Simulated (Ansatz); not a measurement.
Consider the isomerisation: `CC(C)[O][SnH2][F]` → `CC[O][SnH]([CH3])[F]`.

Computed with Ansatz on PBE0-D4/def2-TZVP structures; ΔE is electronic, products minus reactants. CBS: MP2 limit from def2 TZ/QZ plus the TZ coupled-cluster correction, frozen cores. Functionals use def2-TZVPP. Elements past krypton have def2 core potentials. For Sn outer-core shells are correlated without core-valence functions, which leaves a few kJ/mol of doubt a bond. Each species was taken in one conformer, which may not be the lowest.

`CC(C)[O][SnH2][F]`:

Z-matrix (Å, degrees):
```
C
C 1 1.514
H 1 1.093 2 109.8
H 1 1.091 2 110.7 3 119.5
H 1 1.093 2 110.8 3 -119.9
C 2 1.517 1 112.2 3 60.9
O 2 1.422 1 107.4 3 -60.7
H 2 1.103 1 108.3 3 -179.2
H 6 1.093 2 109.8 1 -59.9
H 6 1.093 2 111.2 1 -179.4
H 6 1.093 2 110.8 1 60.0
Sn 7 1.943 2 121.4 1 -154.6
F 12 1.926 7 106.4 2 -68.5
H 12 1.702 7 110.1 2 44.0
H 12 1.692 7 106.8 2 177.9
```

`CC[O][SnH]([CH3])[F]`:

Z-matrix (Å, degrees):
```
C
C 1 1.514
H 1 1.092 2 110.7
H 1 1.093 2 110.5 3 -120.1
H 1 1.094 2 111.5 3 120.6
O 2 1.412 1 113.2 3 -55.6
H 2 1.096 1 109.6 3 62.9
H 2 1.098 1 109.9 3 -179.9
Sn 6 1.952 2 123.2 1 -67.3
C 9 2.113 6 105.2 2 -159.8
F 9 1.930 6 103.8 2 -46.2
H 9 1.705 6 112.7 2 65.5
H 10 1.090 9 108.6 6 -30.0
H 10 1.089 9 111.0 6 -150.9
H 10 1.090 9 108.1 6 88.7
```

(1) Is it downhill or uphill in electronic energy at CCSD(T)/CBS, and by how much? (Estimate.)

(2) What do these levels give: r2SCAN-D4, r2SCAN, SCS-MP2/def2-TZVPP, HF/def2-QZVPP, SCS-MP2/def2-QZVPP, MP2/CBS(def2)? (Best estimate.)

Largest T1 diagnostic among the species: 0.013.

Answers

(1) Ansatz gave: Downhill: ΔE = -24.5 kJ/mol.

(2) Computed: r2SCAN-D4 -20.9, r2SCAN -21.4, SCS-MP2/def2-TZVPP -23.1, HF/def2-QZVPP -19.7, SCS-MP2/def2-QZVPP -24.8, MP2/CBS(def2) -27.6 kJ/mol.
